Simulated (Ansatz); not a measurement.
HAu₂⁺: single points at one geometry.

```yaml
crystal:
  periodic: [false, false, false]
  atoms:
    - {symbol: Au, position_ang: [0.804607, -0.998972, 0.448269]}
    - {symbol: Au, position_ang: [-0.954065, 0.930038, 0.266199]}
    - {symbol: H, position_ang: [0.149448, 0.068934, -0.714469]}
basis:
  gaussian: {orbitals: def2-TZVP, initial_orbitals: start.molden}
total_charge: 1
correlation: {method: mp2}
scf: {omitted_lower_state_checks: [starts]}
output: {orbitals: {seedname: orbitals}}
```

The file start.molden holds the orbitals of an earlier run on this structure, at another level or in another basis.

```sh
$ ansatz run in.yaml --threads 4 --pin off --events-out ev --progress --plain --max-ram 3916MiB
```

Output, abridged:

```
Functional definition: HF
800 factors; integrals over basis functions are off by at most 9.9e-4 eV
mean field evaluation 1: about -7344.1126 eV, gradient 1.8e1 eV
mean field evaluation 2: about -7344.7788 eV, gradient 7.1e-1 eV
mean field evaluation 4: about -7345.0180 eV, gradient 2.6e-2 eV
mean field evaluation 8: about -7345.0180 eV, gradient 5.8e-7 eV
mean field -7345.01804490 eV, -269.9244345181 hartree, gradient 9.3e-6 eV, S^2 0.000000; 0 other end points of the search recorded, 0 dependent functions left out
reference -7345.01804490 eV, -269.9244345181 hartree; 19, 19 occupied and 67, 67 virtual orbitals, 800 factors
second order -22.20454321 eV of doubles, -0.00000000 eV of singles
Total energy: -7367.22258811 eV, -270.7404364302 hartree
Checks for a lower state left out: starts
```

Run time 0.45 s (4 threads of Arm Neoverse V1 on a shared host).

First input, but with `hamiltonian: {xc: {name: r2SCAN0}, dispersion: d4}` and without the key `correlation` (abridged; 1.6 s):

```
Functional definition: r2SCAN0
mean field -7395.42827476 eV, -271.7769762962 hartree, gradient 1.4e-5 eV, S^2 0.000000
Total energy: -7395.44205170 eV, -271.7774825893 hartree
Checks for a lower state left out: starts
```

As the first input, with `hamiltonian: {xc: pbe, dispersion: d4}` and without the key `correlation` (abridged; 0.7 s):

```
Functional definition: PBE
mean field -7397.77126535 eV, -271.8630796122 hartree, gradient 2.0e-5 eV, S^2 0.000000
Total energy: -7397.82949605 eV, -271.8652195508 hartree
Checks for a lower state left out: starts
```

First input, but with `hamiltonian: {xc: pbe0, dispersion: d4}`, `output: {forces: true, orbitals: {seedname: orbitals}}` and without the key `correlation`, `scf` (abridged; 1.4 s):

```
Functional definition: PBE0
mean field evaluation 16: about -7395.3517 eV, gradient 1.1e-1 eV
mean field -7395.35174271 eV, -271.7741637950 hartree, gradient 3.4e-5 eV, S^2 0.000000; 1 other end points of the search recorded, 0 dependent functions left out
Total energy: -7395.40053907 eV, -271.7759570283 hartree
Atom 0 force     0.018552     0.000882    -0.064633 eV/Å
Atom 1 force     0.008223     0.012060    -0.065228 eV/Å
Atom 2 force    -0.026775    -0.012943     0.129861 eV/Å
Dipole moment:    -0.023096    -0.010615     0.110296 e Å
```

As the first input, with `gaussian: {orbitals: def2-SVP, initial_orbitals: start.molden}`, `hamiltonian: {xc: pbe0, dispersion: d4}` and without the key `correlation` (abridged; 0.7 s):

```
Functional definition: PBE0
mean field -7394.93842997 eV, -271.7589748321 hartree, gradient 1.4e-5 eV, S^2 0.000000
Total energy: -7394.98723119 eV, -271.7607682437 hartree
Checks for a lower state left out: starts
```

The first input with `gaussian: {orbitals: def2-SVP, initial_orbitals: start.molden}`, `hamiltonian: {xc: pbe, dispersion: d4}` and without the key `correlation` (abridged; 0.6 s):

```
Functional definition: PBE
mean field -7397.36579243 eV, -271.8481787571 hartree, gradient 1.7e-5 eV, S^2 0.000000
Total energy: -7397.42402981 eV, -271.8503189415 hartree
Checks for a lower state left out: starts
```

Geometry: PBE-D4/def2-TZVP.

In the def2 sets Au takes a core potential; there is no spin–orbit coupling. Correlated methods freeze no core orbitals; core or outer-core shells of Au are correlated, in sets that lack core-valence functions. The structure comes from a short search, and lower isomers may exist.
